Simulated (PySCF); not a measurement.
Job file and geometry (Å, from GFN2-xTB) of an NMR shielding run on `CN([SiH2]C#N)[Si@@H](N)[SiH3]`, C2H11N3Si3, GIAO PBE0/pcSseg-1 NMR shielding, non-relativistic, gas phase in PySCF; density fitting, a coarse starting grid and PySCF grid level 2 are the driver's defaults:

```
$ OMP_NUM_THREADS=1 python probes_run.py task.json out

{"job": {"kind": "nmr", "xc": "PBE0", "basis": "pcSseg-1"}, "charge": 0, "multiplicity": 1}
C      0.872200    -0.811059    -1.464645
N      0.554422    -0.399236    -0.111718
Si     1.749195     0.202281     0.972332
C      3.303091     0.417140    -0.043390
N      4.268196     0.556957    -0.644340
Si    -1.145029    -0.519666     0.292842
N     -1.196069    -0.188850     1.985456
Si    -2.394855     1.077072    -0.801061
H      0.272910    -0.249126    -2.186781
H      0.654888    -1.873054    -1.605596
H      1.923444    -0.643770    -1.688295
H      1.402513     1.521128     1.502951
H      2.102979    -0.761177     2.027634
H     -1.485041    -1.927109    -0.030389
H     -0.639231    -0.750670     2.609028
H     -2.094233    -0.014711     2.403804
H     -2.906612     2.130234     0.083466
H     -1.672877     1.763712    -1.878172
H     -3.579696     0.479156    -1.430587
```

Task: What does the program print?

Result: 
```
coarse grid: 17056 points
cycle   1  E = -1114.7685976193  dE =  6.304e-01  |g| = 6.104e-01  |ddm| = 3.971e+00
cycle   2  E = -1114.6355611732  dE =  1.330e-01  |g| = 9.905e-01  |ddm| = 1.311e+00
cycle   3  E = -1114.8439215878  dE = -2.084e-01  |g| = 2.026e-01  |ddm| = 8.384e-01
cycle   4  E = -1114.8515365908  dE = -7.615e-03  |g| = 7.298e-02  |ddm| = 1.452e-01
cycle   5  E = -1114.8526358992  dE = -1.099e-03  |g| = 1.656e-02  |ddm| = 6.721e-02
cycle   6  E = -1114.8526938843  dE = -5.799e-05  |g| = 5.323e-03  |ddm| = 2.030e-02
cycle   7  E = -1114.8526994423  dE = -5.558e-06  |g| = 1.426e-03  |ddm| = 5.462e-03
final grid: 150264 points
cycle   8  E = -1114.8913660290  dE = -2.366e-05  |g| = 8.035e-03  |ddm| = 2.472e-02
cycle   9  E = -1114.8913547649  dE =  1.126e-05  |g| = 1.085e-02  |ddm| = 1.659e-02
cycle  10  E = -1114.8913797575  dE = -2.499e-05  |g| = 1.302e-03  |ddm| = 9.604e-03
cycle  11  E = -1114.8913800514  dE = -2.939e-07  |g| = 5.913e-04  |ddm| = 9.796e-04
cycle  12  E = -1114.8913801208  dE = -6.943e-08  |g| = 1.632e-04  |ddm| = 3.981e-04
cycle  13  E = -1114.8913801263  dE = -5.469e-09  |g| = 3.641e-05  |ddm| = 1.260e-04
cycle  14  E = -1114.8913801266  dE = -2.442e-10  |g| = 1.431e-05  |ddm| = 4.578e-05
converged SCF energy = -1114.8913801266

GIAO shielding tensors (ppm)
atom      isotropic    diamagn.    paramagn.     s11        s22        s33       span
  0 C      154.116     244.913     -90.797    134.040    140.688    187.618     53.578
  1 N      268.883     333.649     -64.767    231.374    272.989    302.286     70.912
  2 Si     405.838     881.061    -475.222    369.393    372.551    475.571    106.179
  3 C       62.337     263.394    -201.057    -51.839    -48.874    287.725    339.563
  4 N     -100.491     337.635    -438.126   -301.773   -289.356    289.657    591.431
  5 Si     360.189     881.398    -521.209    319.518    359.024    402.024     82.506
  6 N      249.748     318.008     -68.260    213.628    254.169    281.449     67.821
  7 Si     473.239     881.297    -408.058    460.279    472.684    486.755     26.475
  8 H       29.157      31.322      -2.165     23.713     28.069     35.688     11.975
  9 H       29.027      29.952      -0.925     24.479     26.274     36.328     11.849
 10 H       28.114      31.818      -3.704     22.484     28.372     33.487     11.003
 11 H       26.310      29.878      -3.568     22.234     25.588     31.109      8.875
 12 H       26.656      29.085      -2.428     22.320     25.278     32.371     10.050
 13 H       25.832      30.395      -4.563     22.940     23.699     30.856      7.916
 14 H       31.089      31.940      -0.851     23.359     28.535     41.373     18.014
 15 H       31.372      30.425       0.947     23.840     27.277     43.001     19.161
 16 H       28.362      29.614      -1.252     24.962     26.439     33.684      8.723
 17 H       28.118      30.013      -1.895     24.157     27.349     32.850      8.693
 18 H       28.381      29.046      -0.666     25.211     25.545     34.386      9.174
```

Task: Turn these shieldings into chemical shifts. δ = σ(ref) − σ, references computed at the same level: TMS for $^{13}$C (σref 186.93), $^{29}$Si (σref 349.16), $^{1}$H (σref 31.72); NH3 for $^{15}$N (σref 267.73).

Result: Averaging equivalent atoms: C 3: 124.6; C 0: 32.8; N 4: 368.2; N 6: 18.0; N 1: -1.2; Si 5: -11.0; Si 2: -56.7; Si 7: -124.1; H 13: 5.89; H 11: 5.41; H 12: 5.06; H 16/17/18: 3.43; H 8/9/10: 2.95; H 14/15: 0.49 ppm. Experimental scales use liquid or dissolved standards, which lie at an offset from isolated NH3 (liquid NH3: subtract about 20 ppm). Unscaled 15N shifts of sp2 nitrogen come out 20 to 40 ppm too high even then.

Size and cost of the density-fitted run: 212 basis functions, 90 s wall time on 1 thread of an Arm Neoverse N1, shared host; peak memory 1 GiB.
